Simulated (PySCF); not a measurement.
**Polarisability and C₆ of N(3+) (nitrogen, charge +3)**

[He] 2s2, closed-shell 1S. Calculation: PySCF 2.14, in aug-cc-pwCVTZ (7s6p4d2f, 59 functions); the non-relativistic Hamiltonian (point nucleus). Coupled (time-dependent) response in atomic units; α is the mean over directions.

```tsv
method	mean α (bohr³)	C₆ (like pair)	S(−4)
UHF	2.234	2.251	7.079
PBE	2.094	2.068	6.128
PBE0	2.124	2.108	6.313
wB97X	2.220	2.270	6.755
TPSS	2.146	2.200	6.055
```

S(−4) is the Cauchy moment in α(ω) = α(0) + S(−4) ω² + …

α(iu) at UHF:

| u (hartree) | α(iu) (bohr³) |
| --- | --- |
| 0 | 2.234 |
| 0.0500 | 2.216 |
| 0.100 | 2.165 |
| 0.200 | 1.984 |
| 0.300 | 1.746 |
| 0.500 | 1.277 |
| 0.750 | 0.8620 |
| 1.00 | 0.6127 |
| 1.50 | 0.3601 |
| 2.00 | 0.2422 |
| 3.00 | 0.1352 |
| 5.00 | 0.06199 |

A single London oscillator, α(iu) = α/(1 + u²/ω²), gives C₆ = (3/4) ω α². Matching the computed C₆ needs ω = 4 × 2.251 / (3 × 2.234²) = 0.601 hartree.

For an ion, C₆ is the dispersion term alone; charge-induced terms of lower order in 1/R come first.
